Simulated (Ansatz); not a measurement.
Al4Ru (the lowest singlet isomer of a short search). Charge 0, multiplicity 1. Geometry PBE0-D4/def2-SVP, basis def2-TZVP, Ansatz.

Cartesian coordinates in Å:
```
Ru 0.278 -0.709 0.558
Al 0.038 1.559 0.623
Al 2.258 0.010 -0.570
Al -0.504 -0.369 -1.559
Al -2.070 -0.490 0.948
```

```tsv
run	HOMO (eV)	LUMO (eV)
A	-4.74	-3.06
B	-4.60	-3.09
C	-4.80	-2.83
D	-5.14	-2.48
```

In the def2 sets Ru takes a core potential; there is no spin–orbit coupling. HSE06 is defined as in plane-wave codes, on full-range PBE exchange. The structure comes from a short search, and lower isomers may exist.

The runs used HSE06, PBE, PBE0, r2SCAN. Estimate which is which.

A r2SCAN (0 % exact exchange); B PBE (0 % exact exchange); C HSE06 (range-separated); D PBE0 (25 % exact exchange). Exact exchange lowers occupied and raises empty levels; among semilocal functionals meta-GGAs tend to open the gap a little, and such runs are hard to tell apart. The gap grows from 1.51 eV (PBE) to 2.66 eV (PBE0).
